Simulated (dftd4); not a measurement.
fluorine atom (F), doublet; dftd4 with D4 for b97d.

The dftd4 input:
```
$ dftd4 mol.xyz --func b97d --charge 0 --json dftd4.json --noedisp --property

# file mol.xyz
1

F      0.00000000     0.00000000     0.00000000
```

It wrote (shortened):

```
                    ____  _____ _____     ____  _  _
      -------------|  _ \|  ___|_   _|---|  _ \| || |------------
     |             | | | | |_    | | ___ | | | | || |_           |
     |             | |_| |  _|   | ||___|| |_| |__   _|          |
     |             |____/|_|     |_|     |____/   |_|            |
     |             ===================================           |
     |            E. Caldeweyher, S. Ehlert & S. Grimme          |
     |          Mulliken Center for Theoretical Chemistry        |
     |                    University of Bonn                     |
      -----------------------------------------------------------

Rational (Becke-Johnson) damping: b97d-D4-ATM
---------------------
  s6         1.0000
  s8         1.6946
  s9         1.0000
  a1         0.2890
  a2         4.1341
 alp        16.0000
--------------------

Atomic data, radii in Ångström:
------------------------------------------------------
   Z          R(cov)      r4/r2   hardness         EN
------------------------------------------------------
   9 F        0.8533     1.2638     0.6693     3.9800
------------------------------------------------------

Atomic reference systems (in atomic units):
----------------------------------------------------------------------------
   Z        #      CN     q+Z       C6(AA)   #      CN     q+Z       C6(AA)
----------------------------------------------------------------------------
   9 F      1  0.0000  9.0000       9.7374   2  0.7408  8.7523      11.7796
----------------------------------------------------------------------------

Atomic properties (in atomic units):
----------------------------------------------------------------------------
     #    Z              CN          q      C6(AA)        C8(AA)   alpha(0)
----------------------------------------------------------------------------
     1    9 F        0.0000     0.0000      9.7333      166.5484     3.6326
----------------------------------------------------------------------------

Molecular properties (in atomic units):
----------------------------------------
 molecular C6                   9.7333
 molecular C8                 166.5484
----------------------------------------

Dispersion energy:       0.0000000000000E+00 Eh

[Info] JSON dump of results written to 'dftd4.json'
```
